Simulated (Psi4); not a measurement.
Pair of molecules, SMILES [GeH4] with SMILES CN (the first has 5 atoms); geometry from B3LYP-D3(BJ)/def2-TZVP, rigid monomers moved along the line of their centres of mass till Ge1···N7 is 3.65 Å.
(charge 0, multiplicity 1):
```xyz
12

Ge     0.1056     0.2676     0.4932
H      0.5397     1.7002     0.8242
H     -1.3136    -0.0119     1.0041
H      1.0990    -0.7557     1.0585
H      0.0934     0.1152    -1.0462
C     -0.3399    -0.9950     4.5435
N      0.0506     0.3544     4.1387
H      0.3838    -1.7097     4.1490
H     -1.3067    -1.2356     4.0988
H     -0.4155    -1.1496     5.6275
H      0.9556     0.6014     4.5201
H     -0.6132     1.0416     4.4746
```

The numbers are results of SAPT0/aug-cc-pVDZ (Psi4), not measurements.

Problem. Which attractive term is largest, and how does the interaction split up?

Solution. electrostatics -2.01, exchange 1.75, induction -0.47, dispersion -1.61, total -2.34 kcal/mol; the largest attraction is electrostatics.
